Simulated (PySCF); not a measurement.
**Radial density of Ba⁺ (barium, charge +1)**

UHF, [Xe] 6s1, 2S determinant. Computed with PySCF 2.14 in aug-cc-pwCVTZ-X2C, with scalar relativity by spin-free X2C-1e.

```
r (bohr)  4πr²ρ (e/bohr)  4πr²(ρα − ρβ)
  0.0272           66.54        -0.0003
  0.0458           70.50         0.0005
  0.0770           95.75         0.0044
   0.130           71.76        -0.0007
   0.218           81.79         0.0087
   0.367           38.86         0.0022
   0.617           33.04         0.0106
    1.04           13.37         0.0379
    1.74           6.124        -0.0069
    2.93           1.212         0.1766
    4.93          0.2594         0.2482
    8.30         0.01771         0.0177
    14.0       2.266e-05         0.0000
```

Densities and radii are taken from the X2C orbitals without a picture-change correction, which distorts them close to the nucleus.

Spin-orbit coupling, which splits the p, d and f shells strongly at this Z, is absent.

**Question.** Where is the radial spin density 4πr²(ρα − ρβ) most negative, and why is it negative at all?

**Answer.** Around r = 1.74 bohr, down to -0.0069 e/bohr: exchange with the open shell polarises the paired shells in an unrestricted calculation.
